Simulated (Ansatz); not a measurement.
The same germylene extrusion along the group B, Al, Ga, In.

Program: Ansatz. Geometries: PBE0-D4/def2-TZVP. ΔE: electronic, gas phase. CCSD(T)/CBS adds triple-zeta CCSD(T) − MP2 to the extrapolated MP2 energy (def2 sets, frozen cores). This one scheme is used for every species. Elements past krypton have def2 core potentials. For Ga, Ge, In outer-core shells are correlated without core-valence functions, which leaves a few kJ/mol of doubt a bond. Scalar relativity is left out up to krypton.

Question: Order these by ΔE at CCSD(T)/CBS, lowest first. (Best estimate.)
A. `[F][GeH2][AlH2]` → `[F][AlH2]` + `[GeH2]`
B. `[F][GeH2][InH2]` → `[F][InH2]` + `[GeH2]`
C. `[F][GeH2][GaH2]` → `[F][GaH2]` + `[GeH2]`
D. `[BH2][GeH2][F]` → `BF` + `[GeH2]`

Answer: A (+49.9 kJ/mol), D (+68.7 kJ/mol), C (+154.3 kJ/mol), B (+187.8 kJ/mol).

Largest T1 diagnostic: 0.016, for `[F][InH2]`.
